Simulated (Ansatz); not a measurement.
CH5ClFNSi, SMILES NC[Si@H](F)Cl.

Geometry optimised at B3LYP-D3(BJ)/def2-SVP. The structure was generated by enumeration; whether it is a known compound was not checked. One conformer was computed; it need not be the lowest.

Two levels are set side by side: PBE/def2-TZVPD (Ansatz, a first-principles code) and PBE0/def2-TZVPD (Ansatz). Energy differences of separate SCF runs at the same geometry; the states with an electron removed or added have multiplicity 2 and 2. Differences are taken from unrounded values.

```json
[
 {"quantity": "vertical ionisation energy (eV)", "PBE": "9.03"},
 {"quantity": "vertical singlet–triplet gap (eV)", "PBE": "5.02"}
]
```

Q: These are the PBE values. What does PBE0 give? (Estimate from the structure and the level; the computed values follow.)

A: 
```
quantity                           PBE0  PBE minus PBE0
---------------------------------  ----  --------------
vertical ionisation energy (eV)    9.28           -0.26
vertical singlet–triplet gap (eV)  5.35           -0.32
```
